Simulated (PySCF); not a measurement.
SMILES CC(C)(C)c1ccccc1F (C₁₀H₁₃F), singlet, GFN2-xTB optimised geometry.

```
24

C     -0.65    -2.28     1.26
C     -1.00    -1.48     0.00
C     -2.51    -1.23     0.00
C     -0.65    -2.29    -1.26
C     -0.20    -0.18     0.00
C     -0.80     1.07     0.00
C     -0.06     2.25     0.00
C      1.32     2.20     0.00
C      1.95     0.97     0.00
C      1.19    -0.18     0.00
F      1.89    -1.35     0.00
H     -1.24    -3.20     1.29
H     -0.88    -1.70     2.15
H      0.40    -2.56     1.28
H     -2.82    -0.68     0.88
H     -2.82    -0.68    -0.89
H     -3.03    -2.19    -0.01
H      0.40    -2.57    -1.27
H     -1.24    -3.20    -1.29
H     -0.86    -1.70    -2.15
H     -1.88     1.15     0.00
H     -0.58     3.20     0.00
H      1.90     3.11     0.00
H      3.03     0.89     0.00
```

Density from PBE/def2-SVP (PySCF 2.14.0) at that geometry.

Minimum of the electron density along straight lines between bonded atoms, close to the bond critical point (lines longer than 1.1 times the sum of covalent radii, or with two minima, are not listed):

| bond | length / Å | ρ at the minimum / e bohr⁻³ | ∇²ρ there / e bohr⁻⁵ | position (fraction from the first atom) |
|---|---|---|---|---|
| C1–C2 | 1.536 | 0.237 | -0.51 | 0.50 |
| C2–C3 | 1.532 | 0.240 | -0.52 | 0.50 |
| C2–C4 | 1.536 | 0.237 | -0.51 | 0.50 |
| C2–C5 | 1.521 | 0.244 | -0.53 | 0.49 |
| C5–C6 | 1.392 | 0.303 | -0.72 | 0.50 |
| C6–C7 | 1.385 | 0.309 | -0.76 | 0.50 |
| C7–C8 | 1.382 | 0.310 | -0.77 | 0.50 |
| C8–C9 | 1.382 | 0.309 | -0.76 | 0.50 |
| C5–C10 | 1.394 | 0.306 | -0.75 | 0.48 |
| C9–C10 | 1.382 | 0.315 | -0.80 | 0.48 |
| C10–F11 | 1.356 | 0.248 | 0.08 | 0.34 |
| C1–H12 | 1.088 | 0.274 | -0.98 | 0.63 |
| C1–H13 | 1.089 | 0.274 | -0.98 | 0.63 |
| C1–H14 | 1.085 | 0.277 | -1.02 | 0.63 |
| C3–H15 | 1.088 | 0.274 | -0.99 | 0.63 |
| C3–H16 | 1.088 | 0.274 | -0.99 | 0.63 |
| C3–H17 | 1.088 | 0.274 | -0.99 | 0.63 |
| C4–H18 | 1.085 | 0.277 | -1.02 | 0.63 |
| C4–H19 | 1.088 | 0.274 | -0.98 | 0.63 |
| C4–H20 | 1.089 | 0.274 | -0.98 | 0.63 |
| C6–H21 | 1.077 | 0.284 | -1.07 | 0.63 |
| C7–H22 | 1.080 | 0.281 | -1.05 | 0.63 |
| C8–H23 | 1.079 | 0.281 | -1.05 | 0.63 |
| C9–H24 | 1.079 | 0.280 | -1.05 | 0.63 |
